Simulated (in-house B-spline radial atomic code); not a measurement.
Configurations of the germanium ion Ge⁺, with energies counted from [Ar] 3d10 4s2 4p1. All numbers are computed (scalar-relativistic (X2C) B97-1, spin-polarised, spherical fractional occupations, exact exchange averaged over the configuration; Fermi nucleus of rms radius 4.0742 fm) with a radial B-spline atomic code at the basis-set limit, not measured. Shells without spins written out take the highest spin.

Occupations are held fixed; configurations that lie above the ionisation limit could autoionise.

| configuration | E - E(ref) (eV) | highest orbital | its <r> (bohr) |
| --- | --- | --- | --- |
| [Ar] 3d10 4s2 5p1 | 9.2609 | 5p up | 6.33 |
| [Ar] 3d10 4s2 4f1 | 12.022 | 4f up | 8.764 |
| [Ar] 3d9 4s2 4p2 | 30.075 | 4p up | 2.316 |
| [Ar] 3d9 4s2 4p1 4d1 | 40.967 | 4d up | 4.086 |
| [Ne] 3s2 3p5 3d10 4s2 4p1 4d1 | 130.03 | 4d up | 4.085 |

Order these further configurations by energy, lowest first.
A. [Ne] 3s2 3p5 3d10 4s2 4p1 5f1
B. [Ar] 3d10 4s1 4p1 4f1
C. [Ar] 3d10 4s2 5f1
D. [Ar] 3d9 4s2 4p1 4f1
E. [Ar] 3d10 4s1 4p1 5s1

C (13.177 eV), E (15.671 eV), B (20.511 eV), D (44.719 eV), A (134.93 eV).

How far above the reference does [Ar] 3d9 4s2 4p1 5s1 lie?

39.681 eV; its least bound orbital is 5s up with <r> = 4.918 bohr.
